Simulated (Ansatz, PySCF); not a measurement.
Molecule: SOF, net charge 0, doublet state. SMILES: O=[S]F
Geometry: optimised at B3LYP-D3(BJ)/def2-TZVP (Ansatz, a program for electronic structure).

B3LYP/6-311+G** beside other levels, property by property. Set-up: spin-orbit terms left out; each state is the SCF solution reached for its charge and spin; dispersion terms only where a functional's name holds one; frozen cores in correlated levels; non-relativistic; 6-311+G** with 5d, 6d on Na to Ar in Ansatz; UHF or UKS for open shells; atomisation electronic, to ground-state atoms. CBS(X,Y): correlation extrapolated as X^-3; Hartree-Fock from the larger set. The bracket is a focal-point correction in the basis named. First-principles rows: single points at B3LYP-D3(BJ) geometries (Ansatz), with unscaled harmonic terms from B3LYP/6-31G* (Ansatz) at its own minima, enthalpies of formation by atomisation with measured atoms.

Coupled cluster (Ansatz) is a level with limits of its own, used here on species with T1 under 0.025 (0.045 for open shells) and stable references: (a) RI-MP2/CBS(aug-cc-pV(T+d)Z,aug-cc-pV(Q+d)Z)+[CCSD(T)-MP2]/aug-cc-pV(T+d)Z; (b) CCSD(T)/CBS(cc-pV(T+d)Z,cc-pV(Q+d)Z).

```tsv
property	B3LYP/6-311+G** (Ansatz)	B3LYP/def2-TZVPD (Ansatz)	M06-2X/def2-TZVPD (PySCF)	wB97M-V/def2-TZVPD (Ansatz)	to compare with
enthalpy of formation at 298 K (kcal/mol)	-40.9	-64.4	-64.4	-68.5	-65.1 coupled cluster (b)
atomisation energy (kcal/mol)	186.9	210.4	210.4	214.5	211.0 coupled cluster (b)
vertical electron affinity to the singlet (eV)	1.17	1.08	1.18	1.08	1.17 coupled cluster (a)
```

As the rows show:
- enthalpy of formation at 298 K: B3LYP/6-311+G** lies 24.2 kcal/mol above coupled cluster.
- atomisation energy: B3LYP/6-311+G** lies 24.1 kcal/mol below coupled cluster.
- vertical electron affinity to the singlet: B3LYP/6-311+G** equals coupled cluster.

The properties are those with a value to compare with, at most eight drawn at random. No case is left out for the size of its miss. Left out are saddle points of the reference geometry, anions that the best level run finds unbound, excited spin states, species near biochemistry, 298 K rows of species without real B3LYP wavenumbers, cases with under five habitual levels, runs that failed or that the program found above a lower state of the same kind, table entries that another table contradicts, and a share of species set aside by lot.
